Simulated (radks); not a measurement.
Species: the gold ion Au67+. Configuration: [He] 2s2 2p4 3s2 3p2 (not the ground configuration). All-electron calculation, scalar-relativistic Kohn-Sham, SCAN, spin-polarised, spherical densities, finite nucleus; open shells are filled with parallel spins first (spin-orbit coupling, left out, can overturn this in heavy ions); meta-GGA in the generalised Kohn-Sham scheme; Fermi nuclear charge, rms radius 5.4371 fm. Program: a radial shooting solver on a logarithmic mesh with Libxc functionals.

Normalised radial functions P(r) = r R(r), r in bohr:

```
   r/bohr * 2p up (the largest magnitude, 3.88, reaches the edge; | marks zero)
0.0009808 *
 0.001088 *
 0.001208 *
 0.001351 |*
 0.001499 |*
 0.001663 |*
  0.00186 |*
 0.002064 |*
 0.002309 |*
 0.002562 | *
 0.002842 | *
 0.003179 | *
 0.003528 |  *
 0.003914 |  *
 0.004378 |   *
 0.004858 |   *
 0.005434 |    *
 0.006029 |     *
  0.00669 |      *
 0.007483 |        *
 0.008303 |         *
 0.009287 |           *
  0.01031 |             *
  0.01143 |               *
  0.01279 |                  *
  0.01419 |                    *
  0.01575 |                       *
  0.01761 |                           *
  0.01954 |                              *
  0.02186 |                                  *
  0.02426 |                                      *
  0.02691 |                                         *
   0.0301 |                                             *
   0.0334 |                                                *
  0.03706 |                                                   *
  0.04146 |                                                     *
    0.046 |                                                      *
  0.05145 |                                                      *
  0.05709 |                                                     *
  0.06335 |                                                   *
  0.07085 |                                               *
  0.07862 |                                          *
  0.08794 |                                     *
  0.09758 |                               *
   0.1083 |                         *
   0.1211 |                   *
   0.1344 |              *
   0.1491 |         *
   0.1668 |      *
   0.1851 |   *
    0.207 | *
   0.2297 |*
   0.2548 |*
    0.285 *
   0.3163 *
   0.3509 *
   0.3925 *
   0.4356 *
   0.4872 *
   0.5406 *
```

2p up: eigenvalue -18472.0 eV, 0 radial nodes, <r> = 0.0625 bohr, 90 % of the charge inside 0.102 bohr.
